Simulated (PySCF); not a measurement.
**Electron correlation in C (carbon, neutral)**

[He] 2s2 2p1 3d1, one real determinant (an excited configuration). Computed with PySCF 2.14 in aug-cc-pVQZ with one added diffuse shell each of s, p, d, f, g type (7s6p5d4f3g, 105 functions), with the non-relativistic Hamiltonian (point nucleus). Frozen: 1s2; 4 electrons correlated.

MP2 pair energies summed by pair of shells (mhartree):

```csv
pair,energy,share (%)
2s-2s,-30.85,54.4
2s-2p,-23.85,42.1
2s-3d,-1.67,2.9
2p-3d,-0.34,0.6
```

Total MP2 correlation energy: -56.71 mhartree.

Same-spin part -4.66 and opposite-spin part -52.05 mhartree; SCS-MP2 scales them by 1/3 and 6/5 to -64.02 mhartree.

The reference is one real determinant that mixes LS terms of this configuration.
